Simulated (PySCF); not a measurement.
Adding and removing an electron: PbO

PBE0; Pb cc-pVDZ-PP with ECP60, O cc-pVDZ; scalar-relativistic core potentials (PySCF 2.14). Neutral (UKS): singlet (closed shell), Re = 1.931 Å, ωe = 777 cm⁻¹, De = 4.27 eV, HOMO -7.13 eV, LUMO -2.01 eV.

PbO⁺ (UKS): doublet (π ↑), Re = 2.106 Å, ωe = 585 cm⁻¹. The energies at the minima are -267.98218 hartree for PbO and -267.66729 for PbO⁺.

(1) Work out the adiabatic ionisation energy, without and with harmonic zero-point energies (1 hartree = 27.2114 eV, 1 eV = 8065.5 cm⁻¹), and the change of the bond length.

These are scalar-relativistic numbers at best; spin–orbit coupling would shift them, the dissociation energy most. States were picked by a PBE0 search and need not be the measured ground states.

Results:

(1) At PBE0: 0.31489 hartree = 8.569 eV between the minima; the zero-point term (585.0 − 777.0)/2 cm⁻¹ = -0.012 eV makes it 8.557 eV. Re changes by +17.5 pm against the neutral. Minus the HOMO energy is 7.13 eV, -1.44 eV from the value between the minima; self-interaction puts the Kohn–Sham level too high, less so with exact exchange. The electron leaves a π orbital; in so polar a molecule the change of length follows mostly from the change of the ionic charges.
